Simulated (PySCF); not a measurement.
# Input and output

[PbF5]− (singlet). PySCF 2.14.0, RKS PBE0, Pb def2-SVP with ECP60, F def2-SVP; non-relativistic Hamiltonian with scalar-relativistic core potentials where named; density fitting; no spin-orbit coupling. Purpose: singlet excitations, Tamm-Dancoff PBE0.

```python
mol = gto.M(atom='''
Pb    -0.02328     0.00012     0.00000
F     -0.16195     0.00039     2.08383
F     -0.16195     0.00039    -2.08383
F      2.05428    -0.00238    -0.00000
F     -0.85216     1.91284    -0.00000
F     -0.85494    -1.91136    -0.00000''',
    basis={'Pb': 'def2-SVP', 'F': 'def2-SVP'},
    ecp={'Pb': 'def2-SVP'},
    charge=-1, spin=0)
mf = dft.RKS(mol, xc='PBE0')
mf.grids.atom_grid = (50, 194)
mf = mf.density_fit()  # fitting sets: Pb def2-universal-JKFIT, F def2-universal-JKFIT
mf.conv_tol = 1e-08; mf.max_cycle = 55
mf.kernel(dm0)  # dm0: converged density of the relaxed state
td = mf.TDA(); td.nstates = 8; td.kernel()
```

Run from Python with OMP_NUM_THREADS=2; the lines above give its settings. Where DIIS fails, smearing, a level shift and second-order steps follow.
It took 76 s on 2 threads of Intel(R) Xeon(R) Processor @ 2.50GHz (Skylake/Cascade Lake), with other jobs on the host, from an already converged density.

**Question.** Where do the frontier levels lie, over both spins?

**Answer.** HOMO -5.18 eV, LUMO 0.75 eV. 

**Question.** What are the Mulliken charges and spins?

**Answer.** 
```tsv
atom	charge (e)	spin (e)
Pb1	1.341	0.000
F2	-0.465	0.000
F3	-0.465	0.000
F4	-0.474	0.000
F5	-0.469	0.000
F6	-0.469	0.000
```

**Question.** Which singlet excitations follow (Tamm-Dancoff, 8 states)?

**Answer.** 
| state | eV | oscillator strength |
| --- | --- | --- |
| 1 | 4.29 | 0.0000 |
| 2 | 4.44 | 0.0005 |
| 3 | 4.60 | 0.0011 |
| 4 | 4.64 | 0.0056 |
| 5 | 4.76 | 0.0006 |
| 6 | 4.89 | 0.0084 |
| 7 | 4.96 | 0.0000 |
| 8 | 5.02 | 0.0267 |
For an anion in a basis without diffuse functions, states above the detachment energy aren't bound: they are resonances at best, or continuum confined by the basis.
Functionals without range separation put charge-transfer states too low; the basis has no diffuse functions.

The geometry was relaxed with BP86 (Pb def2-SVP with ECP60, F def2-SVP).
